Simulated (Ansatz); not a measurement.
Species: CH$_{5}$BO$_{3}$ (charge 0, singlet). SMILES: O(C)B(O)O
Structure (B3LYP-D3(BJ)/def2-TZVP (Ansatz, a quantum-chemistry and plane-wave program) minimum search):
```
O
B 1 1.3631
O 2 1.3697 1 120.59
H 3 0.9619 2 112.38 1 180.00
O 2 1.3725 1 119.71 3 180.00
H 5 0.9621 2 112.39 1 0.00
C 1 1.4244 2 120.74 3 0.00
H 7 1.0886 1 107.35 2 180.00
H 7 1.0915 8 109.39 1 -120.52
H 7 1.0915 8 109.39 9 -118.96
```
Charge 0, spin multiplicity 1.

Computed values are from Ansatz. Cores are frozen in the correlated levels unless marked. Open shells are spin-unrestricted. Spin-orbit coupling is left out. No relativistic terms. CBS marks a two-point X^-3 extrapolation of the correlation energy; Hartree-Fock from the larger set. The bracket is a focal-point correction in the basis named.

The atomisation energy De comes out as 1015.1 kcal/mol at CCSD(T)/CBS(aug-cc-pVTZ,aug-cc-pVQZ) and the vertical ionisation energy (to the doublet) is 11.34 eV at RI-MP2/CBS(aug-cc-pVTZ,aug-cc-pVQZ)+[CCSD(T)-MP2]/aug-cc-pVTZ. The vertical triplet-singlet gap is 7.82 eV at RI-MP2/CBS(aug-cc-pVTZ,aug-cc-pVQZ)+[CCSD(T)-MP2]/aug-cc-pVTZ, the total energy is -291.5204 Eh at CCSD(T)/CBS(aug-cc-pVTZ,aug-cc-pVQZ) and the dipole moment comes out as 0.35 D at CCSD(T)/aug-cc-pVDZ. The T1 diagnostic is 0.012 at CCSD/aug-cc-pVQZ.
